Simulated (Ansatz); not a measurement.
Several settings on one geometry of Ge₁₂NH₂₃, a cluster cut from the lattice of germanium (1 of the caps NH2) (that of the charge 0 singlet, PBE-D4/def2-SVP). Ansatz on 2 threads of AMD EPYC 7R13 on a shared host and a share (18 GiB) of an NVIDIA H100 80GB HBM3; times are rough.

Cartesian coordinates in Å:
```
Ge -1.960 0.568 -3.579
Ge -2.067 0.451 1.707
Ge 0.887 -2.303 -3.627
Ge 0.774 -2.402 1.775
Ge 0.900 0.514 -0.878
Ge 0.834 0.587 4.454
Ge -0.614 -0.921 -4.975
Ge -0.607 -0.972 0.353
Ge -0.482 1.991 -2.251
Ge -0.659 1.942 3.068
Ge 2.342 -0.868 -2.288
Ge 2.198 -0.945 3.122
N -1.547 3.117 4.224
H -2.840 -0.279 -2.616
H -2.911 1.420 -4.468
H -2.973 -0.418 2.631
H -3.010 1.263 0.766
H 0.045 -3.197 -2.673
H 1.720 -3.242 -4.547
H -0.105 -3.288 2.705
H 1.643 -3.343 0.891
H 1.740 1.336 0.147
H -0.043 -0.265 5.420
H 1.739 1.500 5.330
H -1.530 -1.816 -5.861
H 0.251 -0.047 -5.929
H -1.416 -1.823 -0.673
H -1.309 2.943 -1.339
H 0.391 2.866 -3.196
H -2.143 3.779 3.710
H -2.158 2.615 4.882
H 0.166 2.852 2.113
H 3.291 -1.724 -1.399
H 3.220 0.009 -3.227
H 3.118 -1.781 4.059
H 3.113 -0.123 2.170
```

Totals from different functionals, basis sets or treatments of relativity can't be compared as stabilities.

(1) Give the basis size and estimate the energy, ⟨S²⟩, dipole and time of these runs.

```tsv
run	method	charge	state	further keys
1	RKS B97/cc-pVDZ	0	singlet	fitting: {mean_field: def2-universal-jkfit}; scf: {lower_state_search: off}; forces asked
2	RKS PBE/def2-mTZVP	0	singlet	fitting: {mean_field: def2-universal-jkfit}; forces asked
3	RKS PBEsol/def2-SVP	0	singlet	fitting: {mean_field: def2-universal-jkfit}; forces asked
```

Results:

(1) 
```csv
run,functions,energy (Eh),⟨S²⟩,dipole (D),wall time
1,453,-24991.1946,–,1.15,10 s
2,520,-24988.9022,–,1.15,8.5 s
3,513,-24967.4842,–,1.24,7 s
```
